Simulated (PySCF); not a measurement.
A calculated (PBE0, PySCF 2.14, dyall-av2z, no relativity, point nucleus) atom or ion has these occupied shells.

```
shell  electrons  orbital energy (eV)  rms radius, mean of both spins (bohr)
 1s α          1             -28062.9                                 0.0352
 1s β          1             -28062.9                                 0.0352
 2s β          1              -4164.6                                  0.142
 2s α          1              -4164.6                                  0.142
 2p α          3              -3893.5                                  0.124
 2p β          3              -3893.4                                  0.124
 3s β          1              -811.91                                  0.376
 3s α          1              -811.90                                  0.376
 3p α          3              -699.71                                  0.369
 3p β          3              -699.68                                  0.369
 3d α          5              -492.25                                  0.342
 3d β          5              -492.23                                  0.342
 4s β          1              -132.22                                  0.903
 4s α          1              -132.21                                  0.903
 4p α          3              -94.390                                  0.961
 4p β          3              -94.319                                  0.961
 4d α          5              -31.430                                   1.18
 4d β          5              -31.356                                   1.18
 5s β          1              -10.814                                   2.62
 5p α          3               -5.536                                   3.42
```

(1) Name the element and its charge.

## Answers

(1) Sn (tin, neutral), in [Kr] 4d10 5s1 5p3, 5s spin antiparallel (an excited configuration).
